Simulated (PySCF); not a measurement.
```xyz
5
charge 0 multiplicity 1, angstrom
Se    0.0000    0.0000    0.1533
O     1.4361    0.0000    0.8634
O    -1.4361    0.0000    0.8634
F     0.0000    1.2765   -1.0488
F     0.0000   -1.2765   -1.0488
```

These are results of PySCF, PBE, basis Se def2-SVP, O def2-SVP, F def2-SVP (no relativity, density fitting), not measurements.

This geometry of SeO2F2 is a stationary point at this level.

(1) What is the point group?

(2) Is it a minimum?

(3) Which band is strongest in the infrared?

(4) Give the ideal-gas entropy at 298.15 K and 1 bar by parts.

## Answers

(1) C2v.

(2) Yes: all harmonic wavenumbers are real.

(3) 654 cm⁻¹ (b1), 98 km/mol.

(4) translation 171.3, rotation 103.5, vibration 35.0, spin 0.0; total 309.8 J/(mol K).

This need not be the most stable arrangement of these atoms.
